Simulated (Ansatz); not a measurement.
C5H4F6 (`F[C@@H]1[C@@H](F)[C@H](F)C(F)(F)[C@@H]1F`). The species carries charge 0 and has multiplicity 1. All single points use the PBE0-D4/def2-TZVP geometry.

```xyz
15

F     0.690    1.565   -1.714
C    -0.195    0.854   -0.939
C    -0.019    1.179    0.553
F    -1.228    1.530    1.093
C     0.473   -0.127    1.176
F     0.177   -0.250    2.492
C    -0.154   -1.212    0.307
F    -1.460   -1.366    0.591
F     0.441   -2.411    0.465
C     0.026   -0.646   -1.102
F    -0.827   -1.212   -2.000
H    -1.215    1.116   -1.235
H     0.677    2.007    0.696
H     1.560   -0.193    1.044
H     1.055   -0.832   -1.427
```

Question: What is the dipole moment at B3LYP/def2-TZVPP? (Best estimate.)

Answer: Computed: 2.77 D, with components (2.35, 1.31, -0.67) D in this frame, pointing from negative to positive charge.

Question: And with PBE, r2SCAN, ωB97M-V? (Best estimate.)

Answer: The calculation gave: PBE 2.54 D, r2SCAN 2.66 D, ωB97M-V 2.76 D.

Question: Give the Mulliken charges with B3LYP, r2SCAN, PBE in def2-TZVPP. (Estimate.)

Answer: Computed: 
```json
{"atom": "F1", "B3LYP": "-0.22", "r2SCAN": "-0.22", "PBE": "-0.18"}
{"atom": "C2", "B3LYP": "0.13", "r2SCAN": "0.15", "PBE": "0.11"}
{"atom": "C3", "B3LYP": "0.14", "r2SCAN": "0.19", "PBE": "0.13"}
{"atom": "F4", "B3LYP": "-0.21", "r2SCAN": "-0.21", "PBE": "-0.17"}
{"atom": "C5", "B3LYP": "0.11", "r2SCAN": "0.13", "PBE": "0.07"}
{"atom": "F6", "B3LYP": "-0.20", "r2SCAN": "-0.20", "PBE": "-0.15"}
{"atom": "C7", "B3LYP": "0.40", "r2SCAN": "0.40", "PBE": "0.32"}
{"atom": "F8", "B3LYP": "-0.18", "r2SCAN": "-0.17", "PBE": "-0.13"}
{"atom": "F9", "B3LYP": "-0.19", "r2SCAN": "-0.19", "PBE": "-0.14"}
{"atom": "C10", "B3LYP": "0.10", "r2SCAN": "0.13", "PBE": "0.07"}
{"atom": "F11", "B3LYP": "-0.21", "r2SCAN": "-0.20", "PBE": "-0.16"}
{"atom": "H12", "B3LYP": "0.09", "r2SCAN": "0.06", "PBE": "0.07"}
{"atom": "H13", "B3LYP": "0.09", "r2SCAN": "0.05", "PBE": "0.06"}
{"atom": "H14", "B3LYP": "0.07", "r2SCAN": "0.04", "PBE": "0.06"}
{"atom": "H15", "B3LYP": "0.08", "r2SCAN": "0.04", "PBE": "0.05"}
```

B3LYP here is the variant with VWN-RPA as its local correlation; programs differ in this.
